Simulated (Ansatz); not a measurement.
Reading a saddle point

A first-order saddle point of SnH$_{4}$BrCl, singlet, PBE0-D4/def2-TZVP, with one imaginary mode of 318i cm⁻¹:

```
7
angstrom
Sn -0.7241 0.3092 -0.2643
Cl 0.6333 -1.9077 0.4265
H -0.4177 1.3771 -1.5521
H -1.2423 0.9423 1.2184
H -1.8066 -0.8789 -0.8512
H 1.5765 -0.7778 0.5781
Br 1.9809 0.9361 0.4445
```

Computed with Ansatz 0.2.0 (basis: def2-TZVPP and def2-QZVPP); correlated methods freeze the cores. Filled d shells of the heavier atoms are correlated. Core potentials replace the inner electrons of the atoms past krypton. The def2 sets are not built for correlating such inner shells, so the correlated values are less sure here. Extrapolation: Hartree–Fock as exp(−7.88 √X), correlation as X^−2.97.

Problem. Which contacts change along the imaginary mode, and what lies on either side? (A judgement: the text doesn't fix the answer.)

Solution. Computed: The step is SnH₃Cl ([Cl][SnH3]) + HBr → SnH₃Br ([Br][SnH3]) + HCl, with the molecules in contact on both sides. Shortening one way: Sn1–Br7, Cl2–H6; lengthening the same way: Sn1–Cl2, H6–Br7.
```csv
pair,one side (Å),saddle (Å),other side (Å)
Sn1–Br7,4.10,2.87,2.51
Cl2–H6,2.37,1.48,1.29
Sn1–Cl2,2.35,2.69,3.94
H6–Br7,1.43,1.77,2.50
```

Problem. Which side is lower, and how far does the saddle lie above each? (To be estimated.)

Solution. The calculation gives: The side with Sn1–Br7, Cl2–H6 short is lower by 3.95 kcal/mol; the saddle lies 26.37 kcal/mol above it and 22.42 kcal/mol above the other (CCSD(T) at an estimated basis limit (MP2 extrapolated from triple and quadruple zeta, plus CCSD(T) − MP2 in triple zeta); electronic energies).

No T1 diagnostic of these runs exceeds 0.012.

Labels in which every atom is bracketed show which atoms are joined, not bond orders.

For scale, one of the runs: CCSD(T)/def2-TZVPP, 196 basis functions (an equivalent command: `ansatz run in.yaml --threads 4`). Time: 74 s of wall clock on 4 CPU threads; the host was shared. Peak host memory: 2.6 GiB.
